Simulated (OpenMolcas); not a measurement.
Re3+ among 6 point charges of -1.7 e arranged as a tetragonal octahedron (D4h), 1.86 Å from the ion, with the axial distance 1.934 Å.
```
   1.8600    0.0000    0.0000  -1.70
   0.0000    1.8600    0.0000  -1.70
  -1.8600    0.0000    0.0000  -1.70
   0.0000   -1.8600    0.0000  -1.70
   0.0000    0.0000    1.9344  -1.70
   0.0000    0.0000   -1.9344  -1.70
```

| Item | Value |
| --- | --- |
| Program | OpenMolcas 26.06 |
| Method | SS-CASPT2, IPEA 0.25 Eh, imaginary shift 0.1 Eh (closed shells correlated: 5s 5p) |
| Basis | ANO-RCC-VDZP [7s6p4d2f1g] |
| Scalar Hamiltonian | DKH2, point nucleus |
| Active space | 4 electrons in 5 orbitals (5d) |
| State averaging | 2S+1 = 5 even, 5 roots; 2S+1 = 3 even, 45 roots; 2S+1 = 1 even, 50 roots |
| Spin-orbit coupling | RASSI with atomic mean-field integrals over the reference wave functions |

Task: What is the spin-free ground state (labels of D4, the rotations of D4h)?

Result: 3E, 2-fold in its orbital part, 38 % from free-ion H terms; d4 allows 2S+1 = 5, so this is a state of lower spin.

Task: Where is the first state of the same spin?

Result: 3A2 at 1630 cm-1 above the ground state.

Task: What are the lowest two levels with spin-orbit coupling?

Result: A 1-fold level A1, then a 1-fold level A2 2690 cm-1 above it. Their leading multiplicities are 3 (67 %) and 3 (57 %).

Task: What is χT at 300 K?

Result: 0.21 cm3 K/mol.

Spin-orbit coupling mixes the spin-free states strongly: the lowest level takes only 46 % from its leading state, 3E. This shell can be high or low spin here, a state of another spin lies low, and with metal d orbitals alone active their balance is uncertain, so the ground spin may be wrong, although the usual error favours high spin. Free-ion shares, where given, are those of the reference states; single-state CASPT2 does not remix them. This is an electrostatic model: the charges have no orbitals. No measured value stands beside these numbers.
